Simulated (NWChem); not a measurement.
System: CH₄BBr; SMILES BrBC

Computed with NWChem. Coordinates come from a PBE0/def2-SVP optimisation. Ions are spin-unrestricted doublets at the neutral geometry; other ion states weren't tried.

```tsv
level	vertical ionisation energy, ΔSCF (eV)	−ε(HOMO) (eV)	ΔSCF minus −ε(HOMO) (eV)
B3LYP/def2-SVP	10.35	7.59	2.76
PBE/def2-SVP	[?]	[?]	[?]
CAM-B3LYP/def2-SVP	10.48	9.19	1.29
LDA (Slater exchange, VWN5)/def2-SVP	10.22	6.66	3.56
BHandHLYP/def2-SVP	10.46	9.03	1.43
```

Task: What belongs in the gaps?

Result: 
- PBE/def2-SVP, vertical ionisation energy, ΔSCF (eV): 10.08
- PBE/def2-SVP, −ε(HOMO) (eV): 6.56
- PBE/def2-SVP, ΔSCF minus −ε(HOMO) (eV): 3.52
